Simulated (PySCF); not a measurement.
## Correlation energy of P(2+) (phosphorus, charge +2)

[Ne] 3s2 3p1, 2P determinant. Calculation: PySCF 2.14, in def2-TZVPPD (6s5p4d1f, 48 functions); no relativity, point nucleus. Frozen: 1s2; 11 electrons correlated.

```
  level  correlation energy (mhartree)
   CCSD                        -218.63
    (T)                          -2.73
CCSD(T)                        -221.36
```

Diagnostics: T1 = 0.0072, D1 = 0.0296, largest double amplitude 0.102.

Q: Is a single reference adequate?

A: Mostly. T1 lies below 0.03, but a double amplitude of this size points to a near-degeneracy that CCSD handles and MP2 describes poorly.

This basis was not built for core-valence correlation, so the inner-shell part is incomplete.
